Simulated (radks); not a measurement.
Values are calculated unless marked as measured or tabulated.
Question: Ionisation of Dy2+, [Xe] 4f10, to Dy3+, [Xe] 4f9, under several functionals. Scalar-relativistic Kohn-Sham, spin-polarised, spherical densities, point nucleus; open shells are filled with parallel spins first (spin-orbit coupling, left out, can overturn this in heavy ions); a radial shooting solver on a logarithmic mesh with Libxc functionals. Known Delta-SCF values: BLYP 23.516 eV; PW91 23.760 eV; exchange-only B88 22.205 eV. What does SOGGA give, and what is its highest occupied eigenvalue?

Answer: 23.581 eV by Delta-SCF; the 4f eigenvalue is -15.306 eV. NIST: 22.89 eV (semi-empirical).
